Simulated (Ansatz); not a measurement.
Cost and result for the atomization energy of `[SiH3]C[NH][AlH][SH]` (13 atoms, 12 bonds).

```xyz
13

Si    1.8767   -0.6999   -0.3214
C    -0.0044   -0.8676   -0.3768
N    -0.6192   -0.2583    0.7921
Al   -1.6178    1.1928    0.9583
S    -2.1629    2.3817   -0.7949
H     2.5325   -1.3989   -1.4624
H     2.2422    0.7413   -0.3514
H     2.3731   -1.2901    0.9525
H    -0.3686   -0.3749   -1.2842
H    -0.2927   -1.9213   -0.4852
H    -0.3681   -0.7453    1.6414
H    -2.1185    1.6257    2.3875
H    -1.4723    1.6148   -1.6556
```

Charge 0, multiplicity 1. The geometry is a stationary point of PBE0-D4/def2-TZVP. It is one conformer, not always the lowest. Program: Ansatz. All runs use 4 threads of an Arm Neoverse V1 on a shared host. Times are those of one run each, without the atoms' runs, and a repeat can differ threefold. Electronic energies, without spin–orbit coupling; frozen cores. CCSD(T)/CBS adds CCSD(T) − MP2 in def2-TZVPP to the MP2 limit, and its time is that of the two runs behind it. T1 = 0.012. B3LYP takes the VWN-RPA correlation (the form of Gaussian; ORCA's B3LYP/G).

CCSD(T)/CBS is a level of theory with its own doubt, some kJ/mol a heavy atom from the limit and from the frozen cores, so smaller differences don't rank the functionals.

```csv
level,functions,wall time
PBE-D4/def2-TZVPP (with forces),300,3.7 s
PBE0-D4/def2-TZVPP,300,4.8 s
r2SCAN-D4/def2-TZVPP (with forces),300,7 s
B3LYP-D4/def2-TZVPP (with forces),300,8 s
B2PLYP/def2-TZVPP,300,8.5 s
ωB97X-V/def2-TZVPP,300,12 s
ωB97M-V/def2-TZVPP (with forces),300,18 s
MP2/def2-QZVPP,564,37 s
CCSD(T)/def2-TZVPP,300,4.8 min
CCSD(T)/CBS(def2),–,5.4 min
```

Task: What atomization energy does each give, and how far from CCSD(T)/CBS? (An estimate is asked.)

Result: The calculation gave: 
```csv
level,atomization (kcal/mol),difference from CCSD(T)/CBS,per bond
PBE-D4/def2-TZVPP (with forces),1015.2,3.5,0.3
PBE0-D4/def2-TZVPP,1004.3,-7.4,-0.6
r2SCAN-D4/def2-TZVPP (with forces),1010.2,-1.5,-0.1
B3LYP-D4/def2-TZVPP (with forces),1010.6,-1.1,-0.1
B2PLYP/def2-TZVPP,996.4,-15.3,-1.3
ωB97X-V/def2-TZVPP,1017.8,6.1,0.5
ωB97M-V/def2-TZVPP (with forces),1015.1,3.4,0.3
MP2/def2-QZVPP,1004.8,-6.9,-0.6
CCSD(T)/def2-TZVPP,982.9,-28.8,-2.4
CCSD(T)/CBS(def2),1011.7,0.0,0.0
```

From PBE to PBE0 (25 % exact exchange), in def2-TZVPP and without D4, the atomization energy moves by −10.0 kcal/mol: exact exchange takes away binding that semilocal exchange gives to molecules. In def2-TZVPP, CCSD(T) changes the Hartree–Fock value by +247.5 kcal/mol (the triples alone add +13.1 kcal/mol) and MP2 by +252.2 kcal/mol; breaking electron pairs costs correlation energy, which Hartree–Fock lacks. The D4 term adds +11.7 kcal/mol with B3LYP and +6.3 kcal/mol with PBE0; it sums over pairs of atoms, weighted by their polarisabilities, and B3LYP, whose exchange is more repulsive, gets the larger term.
